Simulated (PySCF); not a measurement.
Isomers of C5H9FSi.

All values: PBE0/pcSseg-1 (PySCF) at GFN2-xTB geometries, gas phase, one conformer each.

Question: Rank by the lowest Hirshfeld charge on any atom, lowest value first.
A. `[CH:1]#[C:2][CH2:3][C@H:4]([F:5])[SiH2:6][CH3:7]` with C2–C3–C4–F5 -172°, C3–C4–Si6–C7 176°
B. `[F:1][CH2:2][CH2:3][CH2:4][C:5]#[C:6][SiH3:7]` with F1–C2–C3–C4 -68°, C2–C3–C4–C5 -67°
C. `[CH3:1][CH2:2][C:3]1=[CH:4][C@@H:5]([F:6])[SiH2:7]1` with C1–C2–C3–C4 129°

Answer: A (-0.210 e), B (-0.181 e), C (-0.143 e).

Question: Rank by HOMO energy, lowest first.
A. `[CH2:1]=[CH:2]/[CH:3]=[C:4](/[CH3:5])[SiH2:6][F:7]` with C1–C2–C3–C4 179°, C3–C4–Si6–F7 -177°
B. `[CH3:1][C:2]1=[CH:3][Si@H:4]([F:5])[CH2:6][CH2:7]1` with C2–C3–Si4–F5 122°, C3–Si4–C6–C7 -15°, Si4–C6–C7–C2 18°, C1–C2–C7–C6 167°
C. `[F:1][CH2:2][CH2:3][CH2:4][C:5]#[C:6][SiH3:7]` with F1–C2–C3–C4 -68°, C2–C3–C4–C5 -67°

Answer: C (-7.76 eV), B (-7.49 eV), A (-6.82 eV).

Question: Rank by the highest IAO charge on any atom, highest value first.
A. `[CH2:1]=[CH:2]/[CH:3]=[C:4](/[CH3:5])[SiH2:6][F:7]` with C1–C2–C3–C4 179°, C3–C4–Si6–F7 -177°
B. `[F:1][CH2:2][CH2:3][CH2:4][C:5]#[C:6][SiH3:7]` with F1–C2–C3–C4 -68°, C2–C3–C4–C5 -67°
C. `[CH3:1][C:2]1=[CH:3][Si@H:4]([F:5])[CH2:6][CH2:7]1` with C2–C3–Si4–F5 122°, C3–Si4–C6–C7 -15°, Si4–C6–C7–C2 18°, C1–C2–C7–C6 167°
D. `[CH3:1][CH2:2][C:3]1=[CH:4][C@@H:5]([F:6])[SiH2:7]1` with C1–C2–C3–C4 129°
E. `[CH:1]#[C:2][CH2:3][C@H:4]([F:5])[SiH2:6][CH3:7]` with C2–C3–C4–F5 -172°, C3–C4–Si6–C7 176°

Answer: C (+1.193 e), A (+1.068 e), E (+0.756 e), D (+0.703 e), B (+0.634 e).

All values together:

```
                SMILES  μ (D)  HOMO (eV)  LUMO (eV)  lowest IAO charge (e)  highest IAO charge (e)  lowest Hirshfeld charge (e)  highest Hirshfeld charge (e)
CCC1=C[C@@H](F)[SiH2]1   2.38      -7.57      -0.27             -0.411 (C)             +0.703 (Si)                   -0.143 (F)                   +0.332 (Si)
   C#CC[C@H](F)[SiH2]C   1.20      -7.85       0.68             -0.715 (C)             +0.756 (Si)                   -0.210 (C)                   +0.338 (Si)
    C=C/C=C(/C)[SiH2]F   1.86      -6.82      -1.22             -0.545 (F)             +1.068 (Si)                   -0.206 (F)                   +0.417 (Si)
         FCCCC#C[SiH3]   1.60      -7.76       0.24             -0.379 (C)             +0.634 (Si)                   -0.181 (C)                   +0.333 (Si)
     CC1=C[Si@H](F)CC1   2.65      -7.49      -0.26             -0.574 (C)             +1.193 (Si)                   -0.217 (F)                   +0.430 (Si)
```

Conformers: `[CH3:1][CH2:2][C:3]1=[CH:4][C@@H:5]([F:6])[SiH2:7]1` with C1–C2–C3–C4 129°; `[CH:1]#[C:2][CH2:3][C@H:4]([F:5])[SiH2:6][CH3:7]` with C2–C3–C4–F5 -172°, C3–C4–Si6–C7 176°; `[CH2:1]=[CH:2]/[CH:3]=[C:4](/[CH3:5])[SiH2:6][F:7]` with C1–C2–C3–C4 179°, C3–C4–Si6–F7 -177°; `[F:1][CH2:2][CH2:3][CH2:4][C:5]#[C:6][SiH3:7]` with F1–C2–C3–C4 -68°, C2–C3–C4–C5 -67°; `[CH3:1][C:2]1=[CH:3][Si@H:4]([F:5])[CH2:6][CH2:7]1` with C2–C3–Si4–F5 122°, C3–Si4–C6–C7 -15°, Si4–C6–C7–C2 18°, C1–C2–C7–C6 167°.
